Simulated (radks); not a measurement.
Task: Cd II, configuration [Kr] 4d10 5s(up 0.625, down 0.375) (fractional occupations, a model configuration). Calculated with a radial shooting solver on a logarithmic mesh with Libxc functionals: non-relativistic Kohn-Sham, PBE, spin-polarised, spherical densities, point nucleus; relativity is left out, which matters for an element this heavy. Some entries of the table are withheld. Estimate them.

orbital,occ.,eigenvalue (hartree),r(max) (bohr)
1s up,1,-942.8960,0.02099
1s down,1,-942.8958,0.02099
2s up,1,-137.2685,0.1165
2s down,1,-137.2685,0.1165
2p up,3,-127.9884,0.09128
2p down,3,-127.9883,0.09128
3s up,1,-25.73124,0.3360
3s down,1,-25.73107,0.3360
3p up,3,-21.96163,0.3225
3p down,3,-21.96146,0.3225
3d up,5,-14.98628,0.2663
3d down,5,-14.98617,0.2663
4s up,1,(1),0.8220
4s down,1,(2),0.8221
4p up,3,-2.71061,0.8571
4p down,3,-2.71013,0.8571
4d up,5,(3),0.9752
4d down,5,(4),0.9748
5s up,0.625,-0.45803,2.331
5s down,0.375,-0.44987,2.330

Result: 
(1) 4s up eigenvalue (hartree): -3.91641
(2) 4s down eigenvalue (hartree): -3.91612
(3) 4d up eigenvalue (hartree): -0.77839
(4) 4d down eigenvalue (hartree): -0.77634
